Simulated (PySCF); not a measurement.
PySCF input file for Si(H)(Et)(OH)2 (C2H8O2Si), SMILES O[SiH](O)CC, PBE0-D3(BJ)/def2-SVP. Geometry optimised at PBE0-D3(BJ)/def2-SVP. One conformer was computed; it need not be the lowest.

```python
import numpy as np
from pyscf import gto, scf, dft, df
from pyscf.hessian import thermo

mol = gto.M(
    atom='''
    Si    0.50077612    0.19542509    0.27890601
    O     0.46866484    1.29024753   -0.97802370
    O     1.83321292   -0.79953059    0.22883549
    C    -0.98200718   -0.90552455    0.08241009
    C    -2.31094101   -0.15619793    0.04898691
    H     0.51079330    0.97318932    1.56208548
    H     0.90221771    2.13604557   -0.84201600
    H     2.69032344   -0.40809342    0.41513849
    H    -0.82866775   -1.47537692   -0.85087714
    H    -0.96302268   -1.65250276    0.89442910
    H    -3.16228803   -0.83839793   -0.09958113
    H    -2.32587090    0.58240563   -0.76697275
    H    -2.49168356    0.39137851    0.98823355
    ''',
    basis='def2-SVP',
    charge=0,
    spin=0,
    max_memory=1600,
    verbose=3,
)
mf = dft.RKS(mol, xc='pbe0').density_fit(auxbasis='def2-universal-jkfit')
mf.disp = 'd3bj'
mf.grids.level = 3
mf.conv_tol = 1e-11
mf.max_cycle = 100
mf.kernel()

# [left out here: the lines that compute and print the analytic Hessian (its translational invariance restored by hand, since the grid's response is missing), thermochemistry and intensities]
```

Output:

```
converged SCF energy = -520.424085189632

WARN: DFTD3 does not support analytical Hessian, using finite difference


WARN: Mole.unit (angstrom) is changed to Bohr

Mode                                 0                   1                   2
Irrep
Freq [cm^-1]                       55.2556             83.1027            150.4990
Reduced mass [au]                   2.4271              1.2714              2.4651
Force const [Dyne/A]                0.0044              0.0052              0.0329
Char temp [K]                      79.5004            119.5663            216.5345
Normal mode                   x     y     z       x     y     z       x     y     z
       0  Si                 0.02 -0.01  0.03    0.00 -0.01 -0.01    0.02  0.05 -0.01
       1   O                -0.11  0.00  0.05   -0.06 -0.02 -0.01    0.07  0.06  0.00
       2   O                 0.03 -0.01 -0.08    0.03  0.02  0.02   -0.06 -0.06 -0.03
       3   C                 0.00  0.01  0.09   -0.00  0.02 -0.08    0.01  0.05  0.03
       4   C                 0.02  0.03 -0.11   -0.00  0.02  0.05   -0.08 -0.12  0.01
       5   H                 0.14 -0.05  0.05    0.02 -0.05  0.02    0.10  0.04  0.00
       6   H                 0.16 -0.11 -0.11    0.44 -0.23 -0.27    0.32 -0.05 -0.08
       7   H                 0.00 -0.07  0.17   -0.04 -0.07  0.57   -0.05 -0.18  0.13
       8   H                 0.05 -0.13  0.18   -0.03  0.12 -0.15    0.06  0.00  0.07
       9   H                -0.07  0.12  0.20    0.03 -0.07 -0.16    0.09  0.08  0.07
      10   H                 0.02  0.03 -0.07   -0.01  0.03  0.00    0.01 -0.24  0.08
      11   H                 0.10 -0.09 -0.22   -0.03  0.11  0.14   -0.20 -0.19 -0.06
      12   H                -0.03  0.17 -0.20    0.03 -0.09  0.12   -0.12 -0.06 -0.04
Mode                                 3                   4                   5
Irrep
Freq [cm^-1]                      194.3849            257.6482            283.3202
[...]
       2   O                -0.00 -0.00  0.00    0.00 -0.00  0.00   -0.00  0.00 -0.00
       3   C                 0.14 -0.11  0.00    0.00  0.01 -0.07   -0.16 -0.05 -0.02
       4   C                -0.09  0.13  0.01   -0.01 -0.01  0.11    0.05  0.06  0.01
       5   H                 0.06 -0.01  0.01   -0.02 -0.03  0.01   -0.05 -0.00  0.02
       6   H                -0.00  0.01 -0.02    0.00 -0.00 -0.00   -0.00 -0.01  0.02
       7   H                -0.01  0.00  0.00   -0.00 -0.00  0.00   -0.01  0.02  0.00
       8   H                 0.12 -0.11 -0.01    0.52 -0.11  0.08    0.42  0.11 -0.02
       9   H                 0.11 -0.11  0.00   -0.50  0.10  0.02    0.44  0.09  0.11
      10   H                 0.10 -0.11  0.00    0.03  0.02 -0.21    0.24 -0.18  0.01
      11   H                -0.34  0.07 -0.05    0.21 -0.20 -0.07   -0.09 -0.07 -0.10
      12   H                -0.34  0.05  0.01   -0.21  0.22 -0.07   -0.10 -0.10  0.07
Mode                                21                  22                  23
Irrep
Freq [cm^-1]                     1391.2028           1424.0966           1475.4435
Reduced mass [au]                   1.2176              1.1089              1.0351
Force const [Dyne/A]                1.3884              1.3250              1.3277
Char temp [K]                    2001.6311           2048.9579           2122.8347
Normal mode                   x     y     z       x     y     z       x     y     z
       0  Si                -0.00  0.00 -0.00   -0.00  0.00  0.00    0.00  0.00  0.00
       1   O                 0.00 -0.00  0.00    0.00 -0.00 -0.00   -0.00  0.00 -0.00
       2   O                -0.00 -0.00 -0.00    0.00  0.00  0.00   -0.00  0.00 -0.00
       3   C                 0.01  0.02  0.00   -0.04  0.07  0.00   -0.01 -0.01  0.02
       4   C                -0.11  0.06 -0.00    0.04 -0.01  0.00   -0.02 -0.02  0.04
       5   H                 0.00 -0.01  0.01    0.00 -0.01  0.00    0.00  0.00  0.01
       6   H                 0.00 -0.00  0.00   -0.00  0.00 -0.00   -0.00  0.00 -0.00
       7   H                -0.00  0.00 -0.00    0.00 -0.00 -0.00   -0.00  0.00  0.00
       8   H                 0.00 -0.17  0.10    0.10 -0.52  0.37   -0.04  0.03 -0.01
       9   H                 0.01 -0.14 -0.14    0.17 -0.44 -0.45    0.06 -0.01  0.01
      10   H                 0.28 -0.40  0.01   -0.03  0.09 -0.01    0.14 -0.06 -0.64
      11   H                 0.48 -0.10 -0.14   -0.16  0.04  0.04   -0.40  0.00  0.04
      12   H                 0.41 -0.14  0.20   -0.12  0.05 -0.06    0.50  0.33 -0.08
Mode                                24                  25                  26
Irrep
Freq [cm^-1]                     1477.5150           2192.0597           3050.7346
Reduced mass [au]                   1.0433              1.0399              1.0373
Force const [Dyne/A]                1.3419              2.9442              5.6878
Char temp [K]                    2125.8151           3153.8858           4389.3278
Normal mode                   x     y     z       x     y     z       x     y     z
       0  Si                 0.00  0.00 -0.00    0.00  0.02  0.03    0.00  0.00  0.00
       1   O                 0.00 -0.00  0.00    0.00 -0.00  0.00    0.00 -0.00  0.00
       2   O                -0.00 -0.00  0.00   -0.00  0.00  0.00   -0.00 -0.00 -0.00
       3   C                -0.02 -0.02 -0.01   -0.00 -0.00  0.00    0.00  0.00 -0.00
       4   C                -0.02 -0.04 -0.02   -0.00  0.00 -0.00   -0.04  0.02  0.01
       5   H                -0.00 -0.00  0.01   -0.01 -0.50 -0.84   -0.00 -0.00 -0.00
       6   H                -0.00 -0.00  0.00   -0.00 -0.00  0.00   -0.00 -0.00  0.00
       7   H                -0.00  0.00  0.00   -0.00  0.00  0.00   -0.00 -0.00  0.00
       8   H                 0.06  0.00 -0.01    0.01  0.01  0.00    0.00 -0.01 -0.02
       9   H                 0.02  0.01  0.02    0.00 -0.00  0.00   -0.00 -0.02  0.03
      10   H                 0.20 -0.33  0.21    0.00 -0.00 -0.00    0.43  0.36  0.08
      11   H                 0.18  0.49  0.45   -0.00  0.00 -0.00   -0.00 -0.34  0.38
      12   H                -0.06  0.45 -0.30    0.00  0.00  0.00    0.09 -0.30 -0.53
Mode                                27                  28                  29
Irrep
Freq [cm^-1]                     3061.7953           3114.9683           3137.8668
Reduced mass [au]                   1.0623              1.1017              1.1036
Force const [Dyne/A]                5.8677              6.2981              6.4021
Char temp [K]                    4405.2417           4481.7458           4514.6916
Normal mode                   x     y     z       x     y     z       x     y     z
       0  Si                -0.00 -0.00  0.00    0.00  0.00  0.00    0.00 -0.00 -0.00
       1   O                 0.00 -0.00 -0.00    0.00  0.00 -0.00   -0.00  0.00  0.00
       2   O                 0.00 -0.00  0.00   -0.00  0.00 -0.00   -0.00  0.00  0.00
       3   C                -0.01  0.07  0.01   -0.01 -0.01  0.08    0.00 -0.00 -0.02
       4   C                 0.00 -0.01 -0.00   -0.00 -0.00 -0.03   -0.03 -0.06 -0.06
       5   H                 0.00  0.00  0.00   -0.00 -0.00 -0.00    0.00  0.00  0.00
       6   H                 0.00  0.00 -0.00   -0.00 -0.00 -0.00    0.00 -0.00 -0.00
       7   H                -0.00 -0.00 -0.00    0.00  0.00 -0.00   -0.00 -0.00 -0.00
       8   H                 0.09 -0.36 -0.61    0.07 -0.32 -0.51   -0.02  0.10  0.16
       9   H                 0.00 -0.43  0.49   -0.00  0.46 -0.49    0.00 -0.08  0.09
      10   H                 0.03  0.02  0.00    0.05  0.04  0.00    0.49  0.40  0.08
      11   H                -0.00  0.03 -0.03   -0.00 -0.13  0.14   -0.00 -0.07  0.05
      12   H                -0.01  0.03  0.05   -0.03  0.10  0.17   -0.11  0.32  0.56
Mode                                30                  31                  32
Irrep
Freq [cm^-1]                     3151.5271           3945.5192           3951.5562
Reduced mass [au]                   1.1039              1.0671              1.0673
Force const [Dyne/A]                6.4599              9.7875              9.8190
Char temp [K]                    4534.3459           5676.7237           5685.4095
Normal mode                   x     y     z       x     y     z       x     y     z
       0  Si                -0.00  0.00 -0.00   -0.00  0.00  0.00   -0.00 -0.00 -0.00
       1   O                 0.00 -0.00  0.00   -0.01 -0.01 -0.00   -0.03 -0.05 -0.01
       2   O                -0.00 -0.00  0.00    0.05  0.02  0.01   -0.01 -0.00 -0.00
       3   C                 0.00  0.00 -0.02   -0.00 -0.00 -0.00    0.00  0.00  0.00
       4   C                 0.03  0.05 -0.06    0.00  0.00  0.00   -0.00 -0.00  0.00
       5   H                 0.00  0.00  0.00   -0.00  0.00  0.00    0.00  0.00 -0.00
       6   H                 0.00  0.00  0.00    0.08  0.16  0.02    0.42  0.84  0.12
       7   H                 0.00  0.00 -0.00   -0.85 -0.37 -0.18    0.17  0.07  0.04
       8   H                -0.01  0.05  0.09   -0.00  0.00  0.00    0.00  0.00 -0.00
       9   H                 0.00 -0.11  0.12   -0.00  0.00 -0.00   -0.00  0.00 -0.00
      10   H                -0.32 -0.26 -0.07   -0.00 -0.00 -0.00    0.00  0.00 -0.00
      11   H                 0.01 -0.52  0.58    0.00  0.00 -0.00   -0.00  0.00 -0.00
      12   H                -0.04  0.14  0.22    0.00 -0.00 -0.00   -0.00 -0.00 -0.00
temperature 298.1500 [K]
pressure 101325.00 [Pa]
Rotational constants [GHz] 6.00215 2.72747 2.07807
Symmetry number 1
Zero-point energy (ZPE) 0.10263 [Eh]   269464.839 [J/mol]
                           tot       elec      trans        rot        vib
Entropy [J/mol/K]       364.588      0.000    165.163    111.500     87.925
Cv [J/mol/K]            114.585      0.000     12.472     12.472     89.641
Cp [J/mol/K]            122.899      0.000     20.786     12.472     89.641
Internal energy [J/mol]                      3718.434   3718.434 283310.703
Internal energy [Eh]   -520.31335  -520.42409
Enthalpy [J/mol]                             6197.391   3718.434 283310.703
Enthalpy [Eh]          -520.31240
Gibbs free energy [J/mol]                  -43045.974 -29525.264 257095.920
Gibbs free energy [Eh] -520.35380
static polarisability / bohr^3: [[54.377  1.793  1.216]
 [ 1.793 47.62   0.166]
 [ 1.214  0.168 44.073]]
largest difference of analytic and finite-field dipole derivatives / e: 0.0009160985923983844
mode   freq/cm-1   IR/(km/mol)   Raman/(A^4/amu)   depolarisation
   1       55.26        13.567             0.582            0.727
   2       83.10        36.813             1.055            0.738
   3      150.50        10.084             0.323            0.687
   4      194.38         3.681             0.077            0.264
   5      257.65        85.483             4.390            0.740
   6      283.32        46.078             0.316            0.715
   7      326.90        27.155             0.756            0.462
   8      371.76        35.918             1.116            0.619
   9      642.59        32.091             4.158            0.681
  10      677.90        38.434            10.190            0.054
  11      754.01       252.462             5.141            0.702
  12      765.76       101.736             5.133            0.739
  13      819.08       109.427             4.579            0.110
  14      871.27        17.322             8.805            0.750
  15      928.22       144.115             1.214            0.718
  16      946.69       102.751             4.940            0.680
  17      980.80        33.597             3.141            0.709
  18      988.24        98.312             1.756            0.635
  19     1065.36        21.197             3.779            0.337
  20     1242.92         2.725             3.703            0.749
  21     1271.02        15.988             1.452            0.113
  22     1391.20         1.652             3.200            0.738
  23     1424.10         5.912            11.317            0.750
  24     1475.44         7.082            17.600            0.747
  25     1477.52         7.369            13.015            0.749
  26     2192.06       181.665           110.958            0.188
  27     3050.73        31.060           121.223            0.015
  28     3061.80         7.683           118.668            0.102
  29     3114.97         2.073           109.457            0.743
  30     3137.87        21.843            71.667            0.660
  31     3151.53        15.513            46.247            0.730
  32     3945.52        75.251           111.983            0.374
  33     3951.56       112.502           119.040            0.212
max |gradient| / (hartree/bohr): 6.331696142929119e-05
APT charges: [ 1.7529e+00 -8.7300e-01 -8.9260e-01 -2.9580e-01  6.5600e-02 -3.3570e-01
  3.0170e-01  3.0640e-01 -1.0000e-04  1.6000e-03 -2.7200e-02  7.6000e-03
 -1.1400e-02]
```

Self-consistency was reached.

Cost: very roughly 4 core-minutes.
